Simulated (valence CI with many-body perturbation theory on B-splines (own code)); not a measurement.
**As11+: what the settings do**

Calculated by relativistic CI+MBPT: four valence electrons over a frozen Dirac-Fock core [Ar], a basis of 6 s, 6 p, 5 d, 5 f, 1 g functions for each j, with the one-electron correlation potential Σ1 (screened to all orders), the two-electron term Σ2, the three-electron term Σ3, Breit, model QED; selected single and double excitations, second order for the rest, scaled by the run's own slope (own B-spline code, finite nucleus).

No measured levels were compared; by estimate terms of the open shell hold to 2 to 4 % of their energy, and close levels can change places. Only levels of the ground parity were solved; by the run's estimate the other parity begins above the list, which can be wrong where configurations are misplaced.

The reference run has the lowest level 3d4 5D_0 and an ionisation energy of 333.230 eV. Its largest variational space holds 7552 state functions.

Names give the largest LS component (configuration and term), which can be under half, so a name can repeat, a term be missing and a line seem to break the LS rules; names also repeat where a configuration has a term twice.

| Level | Reference (cm⁻¹) | Shift (cm⁻¹) |
| --- | --- | --- |
| 3d4 5D_1 | 1125 | -33 |
| 3d4 5D_2 | 2995 | -57 |
| 3d4 5D_3 | 5321 | -62 |
| 3d4 5D_4 | 7917 | -37 |
| 3d4 3P_0 | 43404 | +2903 |
| 3d4 3H_4 | 46266 | +1657 |
| 3d4 3H_5 | 48930 | +1532 |
| 3d4 3P_1 | 49442 | +2852 |
| 3d4 3H_6 | 50923 | +1515 |
| 3d4 3F_3 | 52369 | +2253 |
| 3d4 3F_2 | 53031 | +2442 |
| 3d4 3F_4 | 53973 | +2187 |

The ionisation energy moves by -0.041 eV.

Question: Which of these changes was made?
A. highest l with Σ1, explicit Σ2 and valence Breit (higher l get mean screening factors) 3 → 1
B. cutoff of virtual states (hartree) 2178 → 12000
C. three-electron term on → off
D. correlating orbitals by l 3 3 3 3 1 → 2 2 1 1 0; natural orbitals for correlation on → off

Answer: D. correlating orbitals by l 3 3 3 3 1 → 2 2 1 1 0; natural orbitals for correlation on → off.
